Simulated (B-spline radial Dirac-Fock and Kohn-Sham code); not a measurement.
Model: relativistic Hartree-Fock (Dirac-Fock) wave functions, averaged over the configuration. Program: a B-spline atomic structure program.

**Question.** This computed X-ray form factor belongs to an atom or ion in its tabulated ground configuration. Which?

```csv
sin θ/λ (Å⁻¹),f₀
0.25,6.949
0.4,6.870
0.5,6.798
0.8,6.500
0.9,6.376
1,6.242
2,4.586
3.5,2.515
6,1.358
```

**Answer.** Mo³⁵⁺, with 7 electrons in [He] 2s2 2p3. f₀ tends to the number of electrons as s goes to zero, which the first rows give only roughly, and the rate of fall reflects the nuclear charge, 42.

**Question.** This computed X-ray form factor belongs to an atom or ion in its tabulated ground configuration. Which?

```
sin θ/λ (Å⁻¹)      f₀
          0.1  65.265
         0.12  64.536
         0.28  55.898
         0.42  47.322
         0.78  31.284
         1.19  21.203
         1.46  17.634
         4.15   5.456
         6.29   3.610
```

**Answer.** Ta⁶⁺, with 67 electrons in [Xe] 4f13. f₀ tends to the number of electrons as s goes to zero, which the first rows give only roughly, and the rate of fall reflects the nuclear charge, 73.
